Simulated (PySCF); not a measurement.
InI3, SMILES [I][In]([I])[I].

Geometry optimised at r2SCAN-D4/def2-SVP. The isomer is the one that the SMILES or the coordinates give; other isomers of the formula were not compared. The def2 effective core potentials stand for the cores of I, In; spin–orbit coupling is left out.

All values below come from PySCF with PBE/def2-TZVP.

Symmetry labels are those of the subgroup C2v that the program uses (full group D3h).

Task: List the valence orbital energies around the gap with their symmetry. (Estimate from the structure and the level; the computed values follow.)

Result: 
```json
[
 {"orbital": "HOMO−7", "symmetry": "B1", "energy (eV)": "-8.29"},
 {"orbital": "HOMO−6", "symmetry": "A1", "energy (eV)": "-8.29"},
 {"orbital": "HOMO−5", "symmetry": "B2", "energy (eV)": "-7.37"},
 {"orbital": "HOMO−4", "symmetry": "B2", "energy (eV)": "-6.92"},
 {"orbital": "HOMO−3", "symmetry": "A2", "energy (eV)": "-6.92"},
 {"orbital": "HOMO−2", "symmetry": "A1", "energy (eV)": "-6.91"},
 {"orbital": "HOMO−1", "symmetry": "B1", "energy (eV)": "-6.91"},
 {"orbital": "HOMO", "symmetry": "B1", "energy (eV)": "-6.71"},
 {"orbital": "LUMO", "symmetry": "A1", "energy (eV)": "-3.90"},
 {"orbital": "LUMO+1", "symmetry": "B2", "energy (eV)": "-2.77"},
 {"orbital": "LUMO+2", "symmetry": "A1", "energy (eV)": "-0.53"},
 {"orbital": "LUMO+3", "symmetry": "B1", "energy (eV)": "-0.53"}
]
```
